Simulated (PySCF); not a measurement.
C₂H₅BO₃. Atoms are numbered in the order given.

```xyz
11

B     -0.4132     0.9910     1.0269
H     -1.3154     1.5946     0.5161
O      0.3216     0.0311     0.3456
C     -0.0734    -0.5068    -0.8431
C      1.0765    -1.1610    -1.5457
O     -1.2017    -0.4660    -1.2346
H      0.7332    -1.6144    -2.4816
H      1.5232    -1.9256    -0.8931
H      1.8592    -0.4149    -1.7489
O     -0.0494     1.2714     2.2907
H      0.6823     0.7191     2.5923
```
Charge 0, spin multiplicity 1.

Geometry optimised at PBE0-D3(BJ)/def2-SVP. This is a generated structure with no PubChem entry under its InChIKey; it may be hypothetical. Other conformers were not sampled.

Level of theory: PySCF with PBE/pcSseg-1.

GIAO shieldings, no solvent; atoms alike by connectivity are averaged. δ = σ(ref) − σ: ¹¹B against BF3 (σ = 83.9 ppm); ¹H against TMS (σ = 31.49 ppm); ¹⁷O against H2O (σ = 334.3 ppm); ¹³C against TMS (σ = 182.0 ppm), references at their B3LYP-D3(BJ)/def2-TZVP geometries, non-relativistic.

```json
[
 {"nucleus": "¹¹B", "atoms": "B1", "count": "1", "δ (ppm)": "12.7"},
 {"nucleus": "¹H", "atoms": "H2", "count": "1", "δ (ppm)": "5.19"},
 {"nucleus": "¹H", "atoms": "H11", "count": "1", "δ (ppm)": "4.66"},
 {"nucleus": "¹H", "atoms": "H7, H8, H9", "count": "3", "δ (ppm)": "2.27"},
 {"nucleus": "¹⁷O", "atoms": "O6", "count": "1", "δ (ppm)": "489.3"},
 {"nucleus": "¹⁷O", "atoms": "O3", "count": "1", "δ (ppm)": "289.6"},
 {"nucleus": "¹⁷O", "atoms": "O10", "count": "1", "δ (ppm)": "148.0"},
 {"nucleus": "¹³C", "atoms": "C4", "count": "1", "δ (ppm)": "170.1"},
 {"nucleus": "¹³C", "atoms": "C5", "count": "1", "δ (ppm)": "24.8"}
]
```
